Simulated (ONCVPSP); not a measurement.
## Transferability test, ONCV potential for beryllium (Be)

- Element: Be
- Generator: ONCVPSP 4.0.1
- Type: optimised norm-conserving Vanderbilt (ONCV)
- Functional: LDA (Perdew-Wang 92)
- Relativity: non-relativistic
- Frozen core: none
- Valence charge: 4
- Reference configuration: 1s2 2s2
- Partial waves: 1s+2s: rc 0.90 bohr, ncon 4, nbas 8, qcut 16 1/bohr, 2 projectors; p scattering state at 0.14 Ha: rc 0.80 bohr, ncon 4, nbas 8, qcut 11.8 1/bohr, 2 projectors, debl 0.5 Ha
- Local potential: polynomial inside 0.60 bohr (lpopt 5, dvloc0 2 Ha)
- Core correction: none

Energies are relative to the spin-unpolarised reference configuration 1s2 2s2; without spin polarisation the order of configurations can differ from experiment.

```json
{"valence configuration": "1s2 2s1", "charge": "+1", "ΔE all-electron (eV)": "9.512", "error AE − PS (meV)": "+0.4"}
{"valence configuration": "1s2 2s0", "charge": "+2", "ΔE all-electron (eV)": "27.281", "error AE − PS (meV)": "+3.5"}
{"valence configuration": "1s2 2s1.5", "charge": "+0.5", "ΔE all-electron (eV)": "3.748", "error AE − PS (meV)": "+0.1"}
```

(1) What are ΔE and the potential's error for 1s1 2s2?

Levels in the configuration 1s2 2s1.5:

```tsv
level	all-electron (eV)	pseudo (eV)
1s	-110.259	-110.244
2s	-9.457	-9.457
```

Answers

(1) ΔE = 126.712 eV all-electron; the error (AE − PS) is +1176 meV.
